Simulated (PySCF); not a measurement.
Species: C5H7F3O2.
Atom-mapped SMILES: `[CH3:1][C@@H:2]1[O:3][CH2:4][C:5]([F:6])([F:7])[C@@H:8]([F:9])[O:10]1` (hydrogens: H11, H12, H13 on C1; H14 on C2; H15, H16 on C4; H17 on C8)

Geometry (PBE0-D3(BJ)/def2-SVP, Å), atoms numbered from 1 in this order:
```xyz
17
C5H7F3O2 angstrom
C      2.3989    0.3746    0.1272
C      0.9515    0.0723    0.3785
O      0.5799   -1.0433   -0.3693
C     -0.7701   -1.3759   -0.1973
C     -1.6275   -0.1937   -0.5978
F     -1.5214    0.0311   -1.9251
F     -2.9240   -0.4349   -0.3188
C     -1.1573    1.0722    0.1240
F     -1.5193    0.9525    1.4410
O      0.1973    1.2166   -0.0031
H      3.0157   -0.4841    0.4227
H      2.5452    0.5741   -0.9433
H      2.7026    1.2581    0.7036
H      0.7495   -0.1216    1.4515
H     -1.0039   -2.2348   -0.8412
H     -1.0037   -1.6330    0.8533
H     -1.6423    1.9654   -0.2999
```

Level of theory: PySCF, PBE0-D3(BJ)/def2-SVP geometry optimisation, gas phase.

Masses are those of the commonest isotopes; rigid-rotor values at the optimised geometry. The values belong to one conformer with, in the numbering `[CH3:1][C@@H:2]1[O:3][CH2:4][C:5]([F:6])([F:7])[C@@H:8]([F:9])[O:10]1`, C1–C2–O3–C4 -179°, C2–O3–C4–C5 58°, O3–C4–C5–F6 67°, C4–C5–C8–F9 -72°.

What are A, B and C (MHz)?

Ia = 229.15, Ib = 440.40, Ic = 519.62 u·Å²; 505379 MHz·u·Å²/I gives A = 2205, B = 1148, C = 972.6 MHz.

Classify the top.

An asymmetric top; Ray's κ = -0.716.

What does the inertial defect say?

Not planar: Δ = Ic − Ia − Ib = -149.93 u·Å². For a rigid frame Δ = −2 Σ m c², so Σ m c² = 74.97 u·Å² lies off the ab plane: 10.50 from hydrogen and 64.47 from heavier atoms. The atom farthest from that plane is 1.94 Å away.

Which types of transition are allowed, and where do some lines up to J = 3 fall?

The dipole components are |μa| = 1.20 D, |μb| = 0.03 D, |μc| = 0.93 D. Intensities carry the squares of the components, which stand as 1.00 : 0.00 : 0.60 (a : b : c). Some lines, for components of 0.1 D or more:

```json
{"type": "a", "branch": "Q", "J(Ka,Kc)": "2(1,1) ← 2(1,2)", "MHz": "525", "lower level (cm⁻¹)": "0.242"}
{"type": "c", "branch": "Q", "J(Ka,Kc)": "3(1,3) ← 3(0,3)", "MHz": "707", "lower level (cm⁻¹)": "0.421"}
{"type": "c", "branch": "Q", "J(Ka,Kc)": "1(1,1) ← 1(0,1)", "MHz": "1058", "lower level (cm⁻¹)": "0.071"}
{"type": "a", "branch": "R", "J(Ka,Kc)": "2(1,2) ← 1(1,1)", "MHz": "4065", "lower level (cm⁻¹)": "0.106"}
{"type": "a", "branch": "R", "J(Ka,Kc)": "2(1,1) ← 1(1,0)", "MHz": "4415", "lower level (cm⁻¹)": "0.112"}
{"type": "a", "branch": "R", "J(Ka,Kc)": "3(1,3) ← 2(1,2)", "MHz": "6086", "lower level (cm⁻¹)": "0.242"}
{"type": "a", "branch": "R", "J(Ka,Kc)": "3(2,2) ← 2(2,1)", "MHz": "6360", "lower level (cm⁻¹)": "0.365"}
{"type": "c", "branch": "R", "J(Ka,Kc)": "2(2,0) ← 1(1,0)", "MHz": "7609", "lower level (cm⁻¹)": "0.112"}
{"type": "c", "branch": "R", "J(Ka,Kc)": "2(2,1) ← 1(1,1)", "MHz": "7764", "lower level (cm⁻¹)": "0.106"}
{"type": "c", "branch": "R", "J(Ka,Kc)": "3(1,2) ← 2(0,2)", "MHz": "8037", "lower level (cm⁻¹)": "0.211"}
{"type": "c", "branch": "R", "J(Ka,Kc)": "3(3,0) ← 2(2,0)", "MHz": "12081", "lower level (cm⁻¹)": "0.366"}
{"type": "c", "branch": "R", "J(Ka,Kc)": "3(3,1) ← 2(2,1)", "MHz": "12099", "lower level (cm⁻¹)": "0.365"}
```

No PBE0-D3(BJ)/def2-SVP frequencies stand behind this structure, so it isn't proved a minimum. Constants of a rigid frame at the computed geometry: no zero-point averaging, no centrifugal distortion. A rigid rotor knows nothing of internal rotation, which can split or shift real lines.
